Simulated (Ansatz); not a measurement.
**Relative stability**

The two ends of one reaction step of SiNH₇SO, singlet (PBE0-D4/def2-TZVP).

A:

```csv
atom,x (Å),y (Å),z (Å)
Si1,-0.8546,-0.4913,-0.9205
O2,1.0801,0.7481,1.8958
H3,-1.0847,-1.1621,-2.2240
H4,-2.1627,-0.3021,-0.2360
N5,0.3396,-1.3733,-0.1053
H6,0.8191,1.2561,1.1138
S7,-0.0966,1.5178,-1.1756
H8,1.9526,1.0715,2.1297
H9,0.5515,-2.3290,-0.3303
H10,0.7284,-1.0485,0.7702
H11,-1.2724,2.1128,-0.9179
```

B:

```
atom    x (Å)    y (Å)    z (Å)
 Si1   0.0987  -1.0098  -0.4950
  O2   0.6948   0.4769  -0.0706
  H3   0.9142  -1.5913  -1.5920
  H4  -1.2828  -0.6811  -0.9061
  N5   0.1013  -2.1881   0.7331
  H6  -0.2483   2.3744  -0.3632
  S7  -0.8040   3.5890  -0.5417
  H8   1.6037   0.5213   0.2313
  H9   0.8008  -2.9069   0.7918
 H10  -0.4819  -2.1475   1.5512
 H11  -1.3964   3.5632   0.6612
```

Program: Ansatz 0.2.0. Basis: def2-TZVPP. Cores are frozen in the correlated methods. B3LYP uses VWN-RPA correlation.

(1) Which structure is lower at CCSD(T), and by how much? (An estimate is asked for; the value comes from the calculation.)

No T1 diagnostic of these runs exceeds 0.011.

Answers

(1) By the calculation: B, by 7.58 kcal/mol (electronic energy, against the other). By their contacts, A is a complex of SiNH₅S ([NH2][SiH2][SH]) + H₂O and B is a complex of SiNH₅O ([NH2][SiH2][OH]) + H₂S.

All methods give the same order:

```tsv
method	E(B) − E(A) (kcal/mol)
SPW92	-3.48
PBE-D4	-3.63
BLYP-D4	-6.37
r2SCAN-D4	-6.01
B97M-V	-6.79
PBE0-D4	-4.41
B3LYP-D4	-6.93
r2SCAN0-D4	-6.19
BHLYP-D4	-7.96
CAM-B3LYP-D4	-8.46
wB97X-V	-7.00
wB97M-V	-6.86
B2PLYP	-8.35
PBE-QIDH	-6.12
RPA on PBE	-8.43
HF	-12.20
MP2	-6.94
CCSD	-8.47
CCSD(T)	-7.58
```

Labels in which every atom is bracketed show which atoms are joined, not bond orders.

For scale, one of the runs: CCSD(T)/def2-TZVPP, 244 basis functions, launched by `ansatz run in.yaml --threads 4 --pin off --events-out ev --progress --plain --max-ram 9574MiB`. Hardware: 4 CPU threads of an Intel Xeon Platinum 8259CL, shared host. Wall time 62 s; peak host memory 4.7 GiB.
